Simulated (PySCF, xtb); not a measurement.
CF₃O₃S, SMILES FC(F)(S(=O)(=O)[O-])F, charge -1.

Coordinates come from a PBE0-D3(BJ)/def2-SVPD optimisation.

Method: C-PCM-M06-2X/def2-SVPD (PySCF).

The values are the electrostatic part of the solvation free energy, E(continuum) − E(gas) at the gas-phase geometry, in a cavity of scaled van der Waals radii (PySCF's table); cavitation and dispersion terms are not included. In vacuum the orbital gap is 9.12 eV.

| solvent | ε | ΔG(elec) (kcal/mol) | gap (eV) |
|---|---|---|---|
| water | 78.36 | -54.7 | 10.24 |
| acetonitrile | 35.69 | -53.9 | 10.23 |
| benzene | 2.27 | -30.8 | 9.80 |

For comparison, GFN2-xTB/ALPB(water) (xtb, at the GFN2-xTB geometry, all terms of that model) gives -58.4 kcal/mol.
